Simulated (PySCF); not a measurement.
# Correlation energy of Si (silicon, neutral)

[Ne] 3s2 3p2, high-spin 3P determinant. Calculation: PySCF 2.14, in pcseg-2 (5s4p2d1f, 34 functions); the non-relativistic Hamiltonian (point nucleus). Frozen: [Ne]; 4 electrons correlated.

MP2 pair energies summed by pair of shells (mhartree):

```tsv
pair	energy	share (%)
3s-3p	-29.39	59.3
3s-3s	-15.97	32.2
3p-3p	-4.18	8.4
```

Total MP2 correlation energy: -49.53 mhartree.

Same-spin part -7.68 and opposite-spin part -41.85 mhartree; SCS-MP2 scales them by 1/3 and 6/5 to -52.78 mhartree.

| level | correlation energy (mhartree) |
| --- | --- |
| CCSD | -65.47 |
| (T) | -1.65 |
| CCSD(T) | -67.12 |

Diagnostics: T1 = 0.011, D1 = 0.0222, largest double amplitude 0.094.

Q: Is a single reference adequate?

A: Mostly. T1 lies below 0.03, but a double amplitude of this size points to a near-degeneracy that CCSD handles and MP2 describes poorly.
